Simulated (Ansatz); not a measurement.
Abridged output of a molecular run in Ansatz:

```
Functional definition: HF
2546 factors; integrals over basis functions are off by at most 9.8e-4 eV
mean field evaluation 1: about -13075.2401 eV, gradient 5.3e1 eV
mean field evaluation 2: about -13075.6183 eV, gradient 5.3e1 eV
mean field evaluation 4: about -13082.8226 eV, gradient 6.9e0 eV
mean field evaluation 8: about -13082.9905 eV, gradient 4.0e-1 eV
mean field evaluation 16: about -13082.9920 eV, gradient 1.5e-6 eV
mean field -13082.99198491 eV, -480.7910874749 hartree, gradient 1.5e-6 eV, S^2 0.000000; 0 other end points of the search recorded, 0 dependent functions left out
10 core orbitals not correlated: weight in the atoms' cores, before any rotation towards them, 1.000 or more for the frozen orbitals, at most 0.000 for the correlated occupied ones
reference -13082.99198491 eV, -480.7910874749 hartree; 26, 26 occupied and 368, 368 virtual orbitals, 2546 factors
second order -39.59470698 eV of doubles, -0.00000000 eV of singles
cycle   1  -39.53490570 eV  change    6.0e-2 eV  update   1.6e-1
cycle   2  -40.51853103 eV  change   -9.8e-1 eV  update   5.0e-2
cycle   3  -40.77799686 eV  change   -2.6e-1 eV  update   3.4e-2
cycle   4  -40.77132181 eV  change    6.7e-3 eV  update   1.3e-2
cycle   5  -40.76202363 eV  change    9.3e-3 eV  update   7.8e-3
cycle   6  -40.76506842 eV  change   -3.0e-3 eV  update   3.1e-3
cycle   7  -40.76432386 eV  change    7.4e-4 eV  update   1.0e-3
cycle   8  -40.76412706 eV  change    2.0e-4 eV  update   2.8e-4
cycle   9  -40.76428273 eV  change   -1.6e-4 eV  update   1.2e-4
cycle  10  -40.76427159 eV  change    1.1e-5 eV  update   4.0e-5
perturbative correction -1.65299344 eV, -0.0607463886 hartree
Total energy: -13125.40924994 eV, -482.3498932135 hartree
```

Its atoms:

Cartesian coordinates in Å:
```
C 0.260 -1.876 -0.224
N -1.017 -1.219 -0.179
C -2.102 -2.135 0.051
Sn -1.447 0.742 -0.551
N 0.363 1.554 -0.070
C 0.699 2.855 -0.584
C 1.356 1.047 0.838
H 0.558 -2.291 0.752
H 1.042 -1.191 -0.551
H 0.239 -2.718 -0.933
H -2.113 -2.949 -0.690
H -2.044 -2.606 1.045
H -3.067 -1.620 -0.005
H 0.886 3.578 0.225
H -0.113 3.252 -1.204
H 1.604 2.833 -1.211
H 1.576 1.786 1.624
H 1.009 0.138 1.330
H 2.311 0.821 0.339
```

Problem. Which basis set was used?
A. def2-SVP
B. def2-QZVPP
C. def2-TZVPPD
D. def2-TZVPP

Solution. D. It gives 404 functions.

Problem. Write the keys of the input that set method, charge and spin (a neutral closed shell needs none for the last two).

Solution. 
```yaml
correlation: {method: ccsd_t}
```
